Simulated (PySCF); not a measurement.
**Unknowns**

- NMR shieldings at PBE0/pcSseg-1/GIAO
- GFN2-xTB geometry
- code: PySCF 2.14.0 with density-fitted response routines
- no relativistic terms, one conformer, equivalent nuclei averaged, isolated molecule

Shifts are taken against calculated references (same method and geometry level): TMS for ¹H (31.72 ppm), ¹³C (186.93 ppm). Splittings of carbon signals by F and P are missing where no couplings were computed. Where no couplings were computed, multiplicities follow the n + 1 count of equivalent neighbours, and m marks all less simple cases (inequivalent or close neighbours, rings, F or P nearby). Shifts are as computed. Against solution values, carbons near 30 ppm lie about +3 ppm off and those near 130 ppm about +5 ppm. Of 1211 compounds with measured shifts, 218 miss one by over three times the rms of a fit or turn the order of signals round; such compounds aren't used in these exercises.

Q: C6H12FNSi. ¹H NMR (500 MHz, computed): δ 3.82 (t, 3H), 3.07 (m, 2H), 2.54 (m, 2H), 2.52 (s, 3H), 1.77 (q, 2H). ¹³C{¹H} NMR (computed): δ 164.6, 85.0, 52.4, 37.3, 31.6, 9.0. Identify the compound.

A: SMILES CN1CCC(C[SiH3])=C1F. The formula gives 2 degrees of unsaturation (1 ring in the answer). 6 carbon signals for 6 carbons: no two carbons are equivalent. Carbon types of the structure: 2 × C, 3 × CH2, 1 × CH3, leaving 3 H on heteroatoms. δC 164.6: alkene carbon bearing nitrogen; an sp2 carbon further deshielded by the attached heteroatom. δC 85.0: β carbon of an enol-ether or enamine type C=C; the O or N lone pair pushes π density onto this β carbon and shields it. δC 31.6: allylic sp3 CH2; saturated and bonded to C and H only. δH 2.52: hydrogen on a methyl carbon bonded to N; its carbon carries N, which withdraws density.

This is the structure that produced the data.

Q: C5H12O2Si. ¹H NMR (400 MHz, computed): δ 4.81 (s, 3H), 2.27 (m, 2H), 2.20 (m, 1H), 0.98 (d, 6H). ¹³C{¹H} NMR (computed): δ 180.3 (C), 47.3 (CH2), 28.2 (CH), 24.0 (CH3). Give a structure.

A: SMILES C(CC(C)C)(=O)O[SiH3]. Rings plus π bonds: 1 (no ring in the answer). 4 carbon signals for 5 carbons: some carbons are equivalent by symmetry or fast rotation. Carbon types of the structure: 1 × C, 1 × CH, 1 × CH2, 2 × CH3, leaving 3 H on heteroatoms. δC 180.3: carbonyl carbon. δC 28.2: sp3 CH; saturated and bonded to C and H only. δC 24.0: methyl carbon; saturated and bonded to C and H only. δH 0.98: hydrogen on a methyl carbon; far from electronegative atoms and π systems.

This is the structure that produced the data.
